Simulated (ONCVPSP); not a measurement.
What the settings do to the ONCV potential of Pt (Z = 78)

Base potential:

ONCVPSP 4.0.1 input, shortened (lines: element, Z, core and valence counts, functional; n l f; lmax; l rc ep ncon nbas qcut; lloc lpopt rc5 dvloc0; l nproj debl; icmod fcfact rcfact), PBE, scalar-relativistic:

```
  Pt 78.00   12    2        4      upf
    1    0    2.00
    2    0    2.00
    2    1    6.00
    3    0    2.00
    3    1    6.00
    3    2   10.00
    4    0    2.00
    4    1    6.00
    4    2   10.00
    4    3   14.00
    5    0    2.00
    5    1    6.00
    5    2    9.00
    6    0    1.00
    3
    0    2.50    0.00    4    8    2.10
    1    2.25    0.08    4    7    3.00
    2    1.30    0.00    5    8    7.10
    3    2.45    0.09    5   10    5.30
    4    3    1.25    0.00
    0    2    1.90
    1    3    0.40
    2    2    0.40
    3    2    3.40
    1    0.15    0.00
```

Cutoffs, loose and tight: the cutoffs (Ha) at which the residual kinetic energy of the hardest occupied pseudo-wave falls to 1 and 0.1 mHa per electron. They do not see the model core or the augmentation charge, which bear on the density cutoff. Test errors are all-electron minus pseudo excitation energies from the reference, over the configurations 5d9 6s0; 5d8 6s0; 5d7 6s0; 5d9.5 6s0.5. A dash means not determined; rows that change the core or the reference have their own tests.

A true bound ghost makes a file unfit for plane-wave use even where its test errors are small: the radial tests pick states by their node count and pass the ghost by.

```tsv
change	outcome	cutoff, loose	cutoff, tight	bound ghosts	GHOST(+) flags above zero	largest test error (meV)
base	generated	19 Ha	52 Ha	s, p	p, d	-226
s: qcut 1.4; p: qcut 2; d: qcut 4.7; f: qcut 3.5	generated	26 Ha	44 Ha	s, p	p, d, f	-254
s: qcut 1.5; p: qcut 2.1; d: qcut 5.1; f: qcut 3.8	generated	23 Ha	38 Ha	s, p	p, f	-253
s: qcut 1.7; p: qcut 2.4; d: qcut 5.7; f: qcut 4.3	generated	22 Ha	34 Ha	s, p	p, f	-247
s: qcut 1.9; p: qcut 2.7; d: qcut 6.4; f: qcut 4.8	generated	21 Ha	49 Ha	s, p	p, d, f	-237
d: qcut 7; f: qcut 5.2	generated	19 Ha	52 Ha	s, p	p, d	-226
s: qcut 2.3; p: qcut 3.3; d: qcut 7.8; f: qcut 5.8	generated	19 Ha	36 Ha	s, p	p, d, f	-213
s: qcut 2.5; p: qcut 3.6; d: qcut 8.4; f: qcut 6.3	generated	19 Ha	34 Ha	s, p	p, f	-201
s: qcut 2.7; p: qcut 3.9; d: qcut 9.2; f: qcut 6.9	generated	19 Ha	36 Ha	s, p	p	-190
s: qcut 2.9; p: qcut 4.1; d: qcut 9.8; f: qcut 7.3	generated	20 Ha	37 Ha	s, p	p	-180
```

What comes out with this change to the base: s: qcut 3; p: qcut 4.3; d: qcut 10.2; f: qcut 7.6?

outcome: generated; cutoff, loose: 20 Ha; cutoff, tight: 38 Ha; bound ghosts: s, p; GHOST(+) flags above zero: none; largest test error (meV): -176.
